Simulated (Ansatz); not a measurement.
Relaxation of AlF$_{2}$H$_{3}$OSSi (9 atoms, charge 0, multiplicity 1), to a largest force component of 0.015 eV/Å in at most 40 steps.

All numbers below come from RKS B3LYP-D4/def2-SVP (Ansatz 0.2.0).

```xyz
9
Properties=species:S:1:pos:R:3
F -0.713 -1.103 1.363
Si 0.575 -0.460 0.519
F 1.241 0.809 1.383
S 2.099 -2.018 0.309
O 0.120 0.078 -1.066
Al -1.120 1.439 -0.802
H 1.151 -2.827 -0.412
H -2.633 1.081 -0.704
H -0.632 2.954 -0.607
```

Where does it end, and by what steps?

It converged. The force dipped under the threshold on the way, but the program's further checks kept it going. After 30 steps the energy has fallen by 1.083 eV; H8 moved furthest, 1.49 Å. Parted: Si2–Al6.

| step | energy less start (eV) | largest force component (eV/Å) | accepted |
| --- | --- | --- | --- |
| 0 | 0.0000 | 3.584 | yes |
| 2 | -0.8094 | 1.147 | yes |
| 4 | -0.9857 | 0.555 | yes |
| 6 | -1.0567 | 0.064 | yes |
| 8 | -1.0480 | 0.532 | no |
| 10 | -1.0731 | 0.099 | yes |
| 12 | -1.0741 | 0.099 | yes |
| 14 | -1.0760 | 0.043 | yes |
| 16 | -1.0777 | 0.038 | yes |
| 18 | -1.0786 | 0.064 | yes |
| 20 | -1.0797 | 0.161 | yes |
| 22 | -1.0817 | 0.030 | yes |
| 24 | -1.0825 | 0.025 | yes |
| 26 | -1.0828 | 0.028 | yes |
| 28 | -1.0829 | 0.026 | yes |
| 30 | -1.0829 | 0.013 | yes |

```xyz
9
Properties=species:S:1:pos:R:3
F -0.130 -1.137 2.112
Si 0.727 -0.505 0.901
F 1.883 0.388 1.577
S 1.732 -2.005 -0.215
O -0.266 0.402 0.004
Al -1.213 1.469 -0.947
H 0.581 -2.478 -0.750
H -2.102 0.808 -2.066
H -1.123 3.010 -0.634
```

Run time: 120 s on 2 threads of Arm Neoverse V1, with other jobs on the host, peak memory 0.26 GiB.
